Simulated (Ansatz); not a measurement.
Computed with Ansatz on PBE0-D4/def2-TZVP structures; ΔE is electronic, products minus reactants. CBS: MP2 limit from def2 TZ/QZ plus the TZ coupled-cluster correction, frozen cores. This one scheme is used for every species. Double bonds are as drawn, so ΔE can hold a change between cis and trans. DFT in def2-TZVPP. B3LYP here is the variant with VWN-RPA as its local correlation; programs differ in this. For Ge outer-core shells are correlated without core-valence functions, which leaves a few kJ/mol of doubt a bond. Scalar relativity is left out up to krypton. Each species was taken in one conformer, which may not be the lowest.

Consider the substitution at a C–C bond: `C/C(F)=[CH]/[GeH3]` + `O[Si]S` → `CS[Si]O` + `F/C=[CH]/[GeH3]`.

`C/C(F)=[CH]/[GeH3]`:

Cartesian coordinates in Å:
```
C 0.467 -1.668 1.238
C -0.080 -0.478 0.547
F -1.214 -0.044 1.139
C 0.381 0.168 -0.512
Ge -0.492 1.722 -1.268
H 0.681 -1.433 2.284
H 1.381 -2.008 0.755
H -0.267 -2.480 1.229
H 1.293 -0.210 -0.958
H 0.333 2.189 -2.478
H -0.567 2.863 -0.242
H -1.916 1.378 -1.734
```

`O[Si]S`:

Cartesian coordinates in Å:
```
O -0.434 0.700 -1.135
Si -1.368 -0.031 0.006
S 0.063 -0.878 1.409
H 0.526 0.700 -1.105
H 1.213 -0.492 0.825
```

`CS[Si]O`:

```xyz
8

C     0.042    1.285    0.866
S     0.103   -0.513    0.637
Si   -0.152   -0.612   -1.491
O    -0.102   -2.241   -1.742
H     0.978    1.620    1.311
H    -0.786    1.532    1.528
H    -0.101    1.788   -0.093
H     0.018   -2.860   -1.016
```

`F/C=[CH]/[GeH3]`:

```xyz
9

F    -2.710   -0.269    0.508
C    -1.506   -0.153   -0.064
C    -0.394   -0.034    0.637
Ge    1.321    0.131   -0.235
H    -1.580   -0.171   -1.147
H    -0.466   -0.030    1.720
H     1.989    1.461    0.150
H     2.247   -1.021    0.187
H     1.099    0.086   -1.756
```

Q: Is it downhill or uphill in electronic energy at CCSD(T)/CBS, and by how much? (An estimate is asked.)

A: Ansatz gave: Uphill: ΔE = +6.1 kcal/mol.

Q: What do these levels give: PBE-D4, PBE0-D4, B3LYP-D4, B2PLYP, PBE0, CCSD/def2-TZVPP? (An estimate is asked.)

A: Computed: PBE-D4 5.8, PBE0-D4 6.2, B3LYP-D4 6.5, B2PLYP 6.4, PBE0 6.2, CCSD/def2-TZVPP 7.3 kcal/mol.

Largest T1 diagnostic among the species: 0.015.
